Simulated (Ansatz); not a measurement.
Mo₃H₃Se₉⁻. The state is a triplet with charge -1. Geometry PBE-D4/def2-SVP, that of the neutral doublet; atoms count from 1.

Cartesian coordinates in Å:
```
Mo 0.178 -0.380 -1.381
Mo 0.966 -1.121 1.288
Mo -0.489 1.424 0.520
Se 0.724 -0.861 -3.979
Se 0.046 2.025 -1.748
Se -1.088 -1.905 -2.834
Se 2.409 -0.907 -0.762
Se 1.057 -3.402 1.520
Se 1.512 1.487 1.688
Se -1.362 -0.904 0.571
Se 0.992 -1.076 3.819
Se -2.395 2.679 1.445
H -0.061 0.249 -4.610
H 0.881 0.394 4.082
H -3.371 2.299 0.383
```

In the def2 sets Mo takes a core potential; there is no spin–orbit coupling. Single mean-field runs in def2-TZVP are fitted with def2-universal-jkfit. At PBE0-D4/def2-TZVP a singlet of charge -1 lies 0.32 eV below the triplet at the same geometry.

(1) Estimate the Mulliken populations from the PBE0/def2-TZVP orbitals of Ansatz.

(2) Where does the spin sit?

(3) And the Mayer bond orders between heavy atoms (over 0.3)?

Answers

(1) 
```tsv
atom	charge (e)	spin (α − β)	d electrons
Mo1	0.47	0.08	4.67
Mo2	0.30	0.43	4.56
Mo3	0.62	1.19	4.51
Se4	-0.10	0.00	–
Se5	-0.39	-0.03	–
Se6	-0.23	0.00	–
Se7	-0.29	-0.05	–
Se8	-0.36	0.23	–
Se9	-0.34	-0.03	–
Se10	-0.21	-0.05	–
Se11	-0.33	0.11	–
Se12	-0.50	0.11	–
H13	0.15	0.00	–
H14	0.10	0.00	–
H15	0.11	0.00	–
```
Mulliken values depend strongly on the basis.

(2) Summed by element: Mo 1.70, Se 0.30, H 0.00, of 2 unpaired in all. Largest on single atoms: Mo3 1.19, Mo2 0.43, Se8 0.23.

(3) Mo1–Mo2 0.62 (2.88 Å); Mo1–Mo3 0.72 (2.70 Å); Mo1–Se4 0.45 (2.70 Å); Mo1–Se5 1.11 (2.44 Å); Mo1–Se6 0.85 (2.46 Å); Mo1–Se7 1.36 (2.37 Å); Mo1–Se10 0.75 (2.54 Å); Mo2–Mo3 0.31 (3.03 Å); Mo2–Se7 0.92 (2.52 Å); Mo2–Se8 1.97 (2.29 Å); Mo2–Se9 0.64 (2.69 Å); Mo2–Se10 0.95 (2.45 Å); Mo2–Se11 1.06 (2.53 Å); Mo3–Se5 1.11 (2.41 Å); Mo3–Se9 1.56 (2.32 Å); Mo3–Se10 0.79 (2.49 Å); Mo3–Se12 0.96 (2.46 Å); Se4–Se6 1.07 (2.38 Å).
